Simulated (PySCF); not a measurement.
W(OMe)(H)5 (CH8OW), SMILES C[O][WH5], multiplicity 1.

Geometry optimised at B3LYP-D3(BJ)/def2-SVP. The multiplicity is an assumed one; no other spin state was optimised. The structure was generated by enumeration; whether it is a known compound was not checked. The def2 effective core potentials stand for the cores of W; spin–orbit coupling is left out.

Two levels are set side by side: TDDFT-PBE/def2-SVPD (PySCF) and TDDFT-M06-2X/def2-SVPD (PySCF). Vertical, same geometry. The lowest singlet is HOMO→LUMO 98 % with PBE and HOMO→LUMO 79 %, HOMO→LUMO+1 17 % with the other functional; states are paired by order. Differences are taken from unrounded values.

```json
[
 {"quantity": "lowest singlet excitation (eV)", "TDDFT-M06-2X": "3.78", "TDDFT-PBE": "3.79", "TDDFT-PBE minus TDDFT-M06-2X": "0.02"},
 {"quantity": "lowest triplet excitation (TDA) (eV)", "TDDFT-M06-2X": "3.13", "TDDFT-PBE": "3.18", "TDDFT-PBE minus TDDFT-M06-2X": "0.05"}
]
```

On these quantities the two levels nearly agree.

Rough cost on one machine, each run with all the roots and properties that it gave: TDDFT-M06-2X against TDDFT-PBE about 10 times.
